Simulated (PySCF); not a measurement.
Job file and geometry (Å, from GFN2-xTB) of an NMR shielding run on SMILES CC(BB[C@@H](CC)[AlH2])C, C6H17AlB2, GIAO PBE0/pcSseg-1 NMR shielding, non-relativistic, gas phase (PySCF 2.14.0, density-fitted response routines); density fitting, a coarse starting grid and PySCF grid level 2 are the driver's defaults:

```
$ OMP_NUM_THREADS=1 python probes_run.py task.json out

{"job": {"kind": "nmr", "xc": "PBE0", "basis": "pcSseg-1"}, "charge": 0, "multiplicity": 1}
C     -3.539666     0.981975    -0.427480
C     -2.794371    -0.311588    -0.114109
C     -1.313858    -0.048206     0.236885
Al    -0.709161    -1.964292     0.501881
B     -0.367625     0.434817    -0.884013
B      1.066000     1.177224    -0.624419
C      2.366047     0.348578    -0.200033
C      2.071032    -1.049350     0.344823
C      3.255774     1.096047     0.803137
H     -3.500158     1.658799     0.424378
H     -3.077254     1.478318    -1.277807
H     -4.584944     0.784199    -0.660789
H     -3.301466    -0.824069     0.717166
H     -2.851181    -0.975457    -0.986074
H     -1.250056     0.501150     1.186667
H     -0.220703    -2.606096     1.826751
H     -1.158177    -3.001334    -0.562647
H     -0.698707     0.155514    -1.986986
H      1.256031     2.328565    -0.781323
H      2.952862     0.225896    -1.121961
H      2.985399    -1.599918     0.567424
H      1.484658    -1.641910    -0.374895
H      1.483445    -0.975370     1.268135
H      4.155421     0.525243     1.031096
H      3.554448     2.062013     0.404780
H      2.715165     1.261865     1.732529
```

Question: Write the output of this run.

Answer: 
```
coarse grid: 20856 points
cycle   1  E = -530.2834068275  dE =  5.031e-01  |g| = 5.266e-01  |ddm| = 4.346e+00
cycle   2  E = -530.2628812602  dE =  2.053e-02  |g| = 6.092e-01  |ddm| = 1.126e+00
cycle   3  E = -530.3641567794  dE = -1.013e-01  |g| = 6.692e-02  |ddm| = 6.697e-01
cycle   4  E = -530.3651444686  dE = -9.877e-04  |g| = 3.200e-02  |ddm| = 1.062e-01
cycle   5  E = -530.3654238560  dE = -2.794e-04  |g| = 7.406e-03  |ddm| = 3.847e-02
cycle   6  E = -530.3654375896  dE = -1.373e-05  |g| = 1.800e-03  |ddm| = 8.210e-03
cycle   7  E = -530.3654383952  dE = -8.056e-07  |g| = 4.063e-04  |ddm| = 2.050e-03
final grid: 192880 points
cycle   8  E = -530.4160256200  dE = -6.190e-05  |g| = 9.830e-03  |ddm| = 4.164e-02
cycle   9  E = -530.4160125830  dE =  1.304e-05  |g| = 1.214e-02  |ddm| = 2.021e-02
cycle  10  E = -530.4160516974  dE = -3.911e-05  |g| = 1.006e-03  |ddm| = 1.139e-02
cycle  11  E = -530.4160519584  dE = -2.610e-07  |g| = 2.768e-04  |ddm| = 1.276e-03
cycle  12  E = -530.4160519781  dE = -1.965e-08  |g| = 7.681e-05  |ddm| = 3.322e-04
cycle  13  E = -530.4160519795  dE = -1.460e-09  |g| = 2.270e-05  |ddm| = 9.566e-05
cycle  14  E = -530.4160519797  dE = -1.353e-10  |g| = 4.351e-06  |ddm| = 2.786e-05
converged SCF energy = -530.4160519797

GIAO shielding tensors (ppm)
atom      isotropic    diamagn.    paramagn.     s11        s22        s33       span
  0 C      160.118     244.165     -84.048    137.307    156.430    186.616     49.309
  1 C      155.957     247.346     -91.389    145.200    153.918    168.753     23.553
  2 C      120.316     257.804    -137.488     37.944    133.219    189.786    151.841
  3 Al     329.688     797.884    -468.196    298.945    301.889    388.232     89.287
  4 B       13.097     196.660    -183.563    -83.827      0.282    122.837    206.664
  5 B       -5.799     193.780    -199.578   -116.705    -17.234    116.543    233.248
  6 C      149.974     251.164    -101.190    130.447    151.783    167.692     37.245
  7 C      158.692     256.038     -97.346    135.952    158.837    181.286     45.334
  8 C      164.476     246.097     -81.621    140.328    166.060    187.040     46.712
  9 H       30.495      28.732       1.763     26.794     29.065     35.626      8.833
 10 H       30.748      29.107       1.642     27.078     29.471     35.696      8.619
 11 H       30.271      25.747       4.524     25.648     27.219     37.946     12.298
 12 H       30.111      29.956       0.155     25.087     29.737     35.509     10.422
 13 H       29.391      31.133      -1.742     24.834     29.514     33.827      8.993
 14 H       28.109      36.110      -8.001     25.492     28.227     30.607      5.115
 15 H       26.526      30.583      -4.057     23.330     26.017     30.231      6.901
 16 H       26.737      30.795      -4.058     24.074     25.549     30.589      6.515
 17 H       22.760      32.892     -10.132     12.408     26.338     29.535     17.128
 18 H       22.419      32.438     -10.019     11.986     26.506     28.765     16.779
 19 H       30.050      31.868      -1.818     24.190     30.145     35.815     11.625
 20 H       30.137      32.147      -2.010     25.552     28.813     36.047     10.495
 21 H       31.377      35.099      -3.721     27.659     30.391     36.082      8.424
 22 H       29.806      35.400      -5.595     25.971     28.584     34.862      8.891
 23 H       30.575      28.582       1.994     26.372     28.870     36.484     10.112
 24 H       30.050      28.557       1.493     25.924     27.183     37.042     11.117
 25 H       30.680      30.725      -0.045     26.810     29.661     35.567      8.757
```

Size and cost of the density-fitted run: 245 basis functions, 2.3 min wall time on 1 thread of an Arm Neoverse N1, shared host; peak memory 1.1 GiB.
